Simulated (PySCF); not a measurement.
B(Cl)2(Et) (C₂H₅BCl₂), SMILES C(B(Cl)Cl)C. Geometry: B3LYP-D3(BJ)/def2-SVP. Other conformers were not sampled.

Computed equilibrium geometry at B3LYP-D3(BJ)/def2-SVP (PySCF confirms it by a frequency run) as Cartesian coordinates in Å, and its point group (one conformer of several):
point group Cs.
```xyz
10

B     -0.1109     0.1794     0.0000
Cl     1.6221    -0.1390     0.0000
Cl    -0.6360     1.8650     0.0000
C     -1.1715    -0.9708     0.0000
C     -0.6588    -2.4125     0.0000
H     -1.8325    -0.7859    -0.8692
H     -1.8325    -0.7859     0.8692
H     -0.0361    -2.6160     0.8850
H     -0.0361    -2.6160    -0.8850
H     -1.4898    -3.1347     0.0000
```
